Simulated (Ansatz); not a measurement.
Total energies of the cluster Li6Si from Ansatz at PBE0-D4/def2-TZVPD, gas phase (1 Eh = 27.2114 eV = 2625.5 kJ/mol). The reference geometry is relaxed at B3LYP-D4/def2-TZVP.

```csv
atom,x (Å),y (Å),z (Å)
Li1,0.318,-1.259,1.415
Li2,-0.798,1.300,1.174
Li3,-2.748,-1.012,1.957
Li4,0.917,2.007,-1.888
Li5,-1.004,-0.537,-0.938
Li6,2.215,-0.971,-1.601
Si7,1.101,0.472,-0.119
```

```
                 state                        geometry  energy (Eh)
      charge 0 singlet                       reference   -334.40058
     charge -1 doublet                       reference   -334.42361
     charge -1 doublet  relaxed at B3LYP-D4/def2-TZVPD   -334.42575
free Li atom (doublet)                               –     -7.46705
free Si atom (triplet)                               –   -289.24952
```

(1) Work out the vertical electron affinity, to the doublet.

(2) How much does the charge -1 doublet relax, and what is the adiabatic electron affinity?

(3) What is the binding energy per atom against free atoms?

(1) E(charge 0 singlet) − E(charge -1 doublet) = -334.40058 − (-334.42361) = 0.02303 Eh = 0.63 eV.

(2) Relaxation: -334.42361 − (-334.42575) = 0.00214 Eh = 0.06 eV. Adiabatic electron affinity: 0.02517 Eh = 0.68 eV, without zero-point energy. Bonds change on the way (0 lost, 3 formed), so the relaxed form is another species. 

(3) Atoms: 6 × (-7.46705) + 1 × (-289.24952) = -334.05182 Eh. Binding: -334.05182 − (-334.40058) = 0.34876 Eh = 9.49 eV, or 1.36 eV for each of 7 atoms (no zero-point energy, no counterpoise term).

The restricted singlet is unstable towards broken spin symmetry in Hartree–Fock (as tested in another run); at PBE0-D4/def2-TZVPD this wasn't settled. At PBE0-D4/def2-TZVPD the highest occupied level of the charge -1 doublet lies above zero (up to 0.17 eV). By energy differences its removal costs 0.63 eV (vertical, to the charge 0 singlet, at PBE0-D4/def2-TZVPD); a positive level beside a positive removal energy at the same level points to self-interaction error. 

The structure comes from a short search, and lower isomers may exist.
